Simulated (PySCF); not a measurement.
Species: C6H8O.
SMILES: `C#CC(=C)OCC`

A linear-response calculation (PySCF, def2-SVPD basis, gas phase, vertical, core orbitals frozen in the response) gave these numbers; the functional is withheld.

Orbital energies (eV): HOMO-3 -9.54, HOMO-2 -8.09, HOMO-1 -7.97, HOMO -6.49, LUMO -0.79, LUMO+1 0.40, LUMO+2 0.47.

```
state  E (eV)       f  main configurations (H = HOMO, L = LUMO)
   S1    5.55   0.226                                 H→L (89%)
   S2    5.67  0.0001     H-1→L (47%), H→L+2 (35%), H→L+1 (14%)
   S3    5.75  0.0005     H-1→L (52%), H→L+2 (34%), H→L+1 (13%)
   S4    6.10   0.014                  H→L+1 (69%), H→L+2 (25%)
   S5    6.35   0.053                H-2→L (80%), H-1→L+2 (11%)
   S6    6.64  0.0014                               H→L+3 (88%)
```

Triplets (Tamm–Dancoff): T1 3.49 eV, H→L (96%); T2 5.20 eV, H-2→L (69%), H-1→L+2 (12%); T3 5.22 eV, H-1→L (56%), H→L+2 (24%), H→L+1 (8%); T4 5.62 eV, H→L+2 (43%), H-1→L (38%), H→L+1 (16%).

Vertical ionisation energy by ΔSCF with the same functional: 8.63 eV. Mean static polarisability: 80.3 au.

Task: Name the functional.
A. wB97X-D
B. PBE
C. B3LYP
D. HF

Result: C. B3LYP is a global hybrid with 20% exact exchange. In this run −ε(HOMO) = 6.49 eV differs from the ΔSCF value by -2.13 eV, and S1 differs from the orbital gap of 5.70 eV by -0.15 eV. The ratio −ε(HOMO)/IP is 0.75. Small neutral molecules mostly give 0.67 to 0.83 with B3LYP, 0.5 to 0.7 with PBE, 0.89 to 0.99 with wB97X-D; Hartree–Fock can't fall below 1, since the ion's relaxation only lowers the ΔSCF value. The other options: PBE, a GGA without exact exchange; HF, time-dependent Hartree–Fock, 100% exact exchange; wB97X-D, range-separated, 22% exact exchange at short range and 100% at long range (ω = 0.2 bohr⁻¹).

Method used: TDDFT B3LYP/def2-SVPD, vertical, gas phase, core orbitals frozen in the response (PySCF 2.14.0, density-fitted response routines). One conformer (not necessarily the lowest) at the PBE0-D3(BJ)/def2-SVP geometry, without solvent, vibrations or thermal averaging.

The run took 70 s wall on Arm Neoverse V1, one thread (shared host).

Conformer computed: `[CH:1]#[C:2][C:3](=[CH2:4])[O:5][CH2:6][CH3:7]`: C2–C3–O5–C6 180°, C3–O5–C6–C7 180°.
